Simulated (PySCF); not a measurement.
tetraantimony cation (Sb₄), SMILES [Sb]12[Sb]3[Sb]1[Sb]32 (connectivity only; charge and spin as stated), charge +1, multiplicity 2.

Geometry: PBE0-D3(BJ)/def2-SVP. The spin state was assumed, not searched. The def2 effective core potentials stand for the cores of Sb; spin–orbit coupling is left out.

Computed with TDA-M06-2X/def2-SVPD in PySCF.

Vertical excitations; the highest root listed may be one member of a degenerate set. The molecule is in vacuum.

Computed excitation energies, oscillator strengths and character:
```tsv
state	energy (eV)	λ (nm)	f	main pairs
root 1	1.45	853	0.000	β HOMO−1→LUMO 96 %
root 2	1.47	844	0.001	β HOMO→LUMO 95 %
root 3	1.57	792	0.000	β HOMO−2→LUMO (degenerate set)
root 4	1.57	792	0.000	β HOMO−3→LUMO (degenerate set)
root 5	2.50	497	0.008	α HOMO→LUMO, α HOMO−4→LUMO, β HOMO→LUMO+1 (degenerate set)
root 6	2.50	497	0.008	α HOMO→LUMO+1, α HOMO−4→LUMO+1, β HOMO→LUMO+2 (degenerate set)
root 7	2.82	440	0.000	β HOMO−4→LUMO 86 %
root 8	3.13	396	0.000	α HOMO−1→LUMO+2 26 %, α HOMO−3→LUMO 7 %, α HOMO−2→LUMO+1 7 %, β HOMO−1→LUMO+3 28 %, β HOMO−2→LUMO+5 8 %, β HOMO−3→LUMO+4 8 %
root 9	3.13	396	0.000	α HOMO−1→LUMO+1, α HOMO−1→LUMO (degenerate set)
root 10	3.13	396	0.000	α HOMO−1→LUMO, α HOMO−1→LUMO+1 (degenerate set)
```
Unrestricted roots are not spin-pure.
